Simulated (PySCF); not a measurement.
# Polarisability of `CC(=S)c1cnc[n-]1`

C5H5N2S (charge -1).
Geometry (GFN2-xTB, Å), atoms numbered from 1 in this order:
```xyz
13
C5H5N2S angstrom
C     -2.0003    0.2616   -0.5697
C     -1.0611   -0.1796    0.5147
S     -1.6996   -0.7464    1.9459
C      0.3083   -0.1018    0.2620
C      1.4086   -0.4643    1.0769
N      2.5419   -0.2252    0.4328
C      2.1221    0.2795   -0.7579
N      0.8283    0.3794   -0.9270
H     -1.6882    1.2308   -0.9555
H     -1.9567   -0.4484   -1.3966
H     -3.0217    0.3140   -0.1961
H      1.3840   -0.8773    2.0694
H      2.8299    0.5780   -1.5166
```

Level: wB97X-D/def2-SVPD (PySCF), static field, nuclei fixed, core orbitals frozen in the response. The polarisability tensor in these axes (au):

```
x   159.48   9.39 -26.96
y     9.39  73.53 -17.60
z   -26.96 -17.60 111.56
```

Problem. Diagonalise the tensor; give its mean and Δα, where Δα² is half the sum of the squared differences of the eigenvalues.

Solution. Principal values 66.62, 103.83 and 174.12 au; mean 114.86 au = 17.02 Å³ = 18.94 × 10⁻⁴⁰ C²·m²/J; Δα = 94.55 au (82 % of the mean).

Problem. What depolarisation ratio follows for Rayleigh scattering of linearly polarised light, taking the static tensor?

Solution. ρ = 3Δα²/(45ᾱ² + 4Δα²) = 26820.1/(593638 + 35760.1) = 0.0426.

Problem. Sum over states: ᾱ = Σ f/ω², ω in Eh. What share falls to these 8 lowest TDDFT singlets (eV, f)? 2.81, 0.0000; 3.61, 0.3696; 4.55, 0.0017; 4.86, 0.0639; 5.23, 0.0001; 5.30, 0.0665; 5.53, 0.0221; 5.64, 0.0282.

Solution. They add up to 25.98 au, 22.6 % of the 114.86 au; the largest single term is 20.96 au, from the state at 3.61 eV. Terms in order: 0.00, 20.96, 0.06, 2.01, 0.00, 1.76, 0.54, 0.66 au. Higher excitations give the rest. The strengths listed sum to 0.552.

Problem. Directions of the eigenvectors, and the extent of the frame along each?

Solution. Largest value along (0.89, 0.16, -0.43), where the nuclei span 5.81 Å; middle along (0.46, -0.34, 0.82), 4.60 Å; least along (0.01, 0.93, 0.37), 1.73 Å. The response follows the extents in order.

Problem. What are the principal values of the traceless quadrupole moment, Θ = ½Σq(3rr − r²1), about the centre of nuclear charge?

Solution. -22.05, 6.17, 15.87 D·Å. The values depend on the origin, since the species is charged. The electronic extent ⟨r²⟩ about the same centre is 1172 bohr², a root-mean-square distance of 2.23 Å for the 66 electrons.

Geometry: GFN2-xTB, one conformer, isolated ion.

The run behind these numbers computed excited states as well. On one thread of an x86-64 server, no GPU, shared host, this took 48 s.

wB97X-D is run here without its empirical dispersion term; that term would change no orbital, density or response property at a fixed geometry.
